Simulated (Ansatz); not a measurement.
`[NH2][Ga][OH]`, charge 0, multiplicity 2.

(1) Give a relaxed structure at PBE0-D4/def2-TZVP (Ansatz). (An estimate is asked.)

Results:

(1) The calculation gave: 
Z-matrix (Å, degrees):
```
N
Ga 1 1.856
H 1 1.013 2 116.5
H 1 1.010 2 117.4 3 -132.3
O 2 1.803 1 117.5 3 -40.0
H 5 0.962 2 112.9 1 -13.1
```
